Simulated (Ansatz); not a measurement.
Ansatz (a quantum-chemistry and plane-wave program) input (BLYP/def2-TZVPD):

Ansatz 0.2 input:
```yaml
crystal:
  periodic: [false, false, false]
  atoms:
    - {symbol: Fe, position_ang: [0.00000000, 0.00000000, 0.00000000]}
    - {symbol: Br, position_ang: [0.00000000, 0.00000000, 2.29219814]}
    - {symbol: Br, position_ang: [-0.00000000, -0.00000000, -2.29219814]}
basis:
  gaussian:
    orbitals: def2-TZVPD
hamiltonian:
  xc: {name: BLYP}
magnetization: {spin_polarized: true, initial_magnetization: 4}
output: {forces: true}
```

Output:

```
Functional definition: BLYP
integrals: 0.11 GiB planned
1302 factors; their error is unknown
mean field: 0.78 GiB planned
mean field evaluation 1: about -174419.5068 eV, gradient 1.6e2 eV
mean field evaluation 2: about -173843.2956 eV, gradient 3.6e2 eV
mean field evaluation 4: about -174479.3607 eV, gradient 3.6e1 eV
mean field evaluation 8: about -174486.7463 eV, gradient 4.8e-1 eV
mean field evaluation 16: about -174486.7310 eV, gradient 1.9e-3 eV
mean field evaluation 32: about -174482.7206 eV, gradient 2.3e0 eV
mean field evaluation 64: about -174485.7157 eV, gradient 1.0e1 eV
mean field evaluation 96: about -174486.7251 eV, gradient 1.6e-1 eV
mean field evaluation 128: about -174486.6840 eV, gradient 3.6e0 eV
mean field evaluation 160: about -174480.8271 eV, gradient 2.8e1 eV
mean field -174486.73099105 eV, -6412.2690925670 hartree, gradient 3.9e-6 eV, S^2 6.009088; 13 other end points of the search recorded, 0 dependent functions left out
the calculation of the forces begins
reference -174486.73131837 eV, -6412.2691045959 hartree; 50, 46 occupied and 112, 116 virtual orbitals, 1302 factors
Total energy: -174486.73131837 eV, -6412.2691045959 hartree
Atom 0 at     0.000000     0.000000     0.000000 Å, force     0.000000     0.000000    -0.000000 eV/Å
Atom 1 at     0.000000     0.000000     2.292198 Å, force    -0.000000    -0.000000     0.011137 eV/Å
Atom 2 at    -0.000000    -0.000000    -2.292198 Å, force    -0.000000    -0.000000    -0.011137 eV/Å
Dipole moment:     0.000000    -0.000000     0.000000 e Å
```

The spin state was set by rule; other spins were not relaxed.
